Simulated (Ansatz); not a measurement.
Harmonic frequencies (cm⁻¹) at PBE0-D4/def2-TZVP from Ansatz: 52, 62, 71, 110, 128, 169, 203, 211, 355, 431, 452, 460, 465, 542, 548, 569, 589, 592, 600, 667, 732, 748, 752, 768, 862, 879, 1229, 1234, 1446, 1449, 1452, 1454, 1950, 1956, 3055, 3055, 3141, 3141, 3144, 3145, 3900, 3900.

(1) Which molecule is it?
A. `Cl[B@H-]1[OH+][B@H-](Cl)[OH+]1`
B. `[CH3][Ga@H-]1[OH+][Ga@@H-]([CH3])[OH+]1`
C. `[CH3][Al@H-]1[Cl+][Al@@H-]([CH3])[Cl+]1`
D. `[NH2+]1[AlH2-][NH2+][AlH2-]1`

Answers

(1) B.
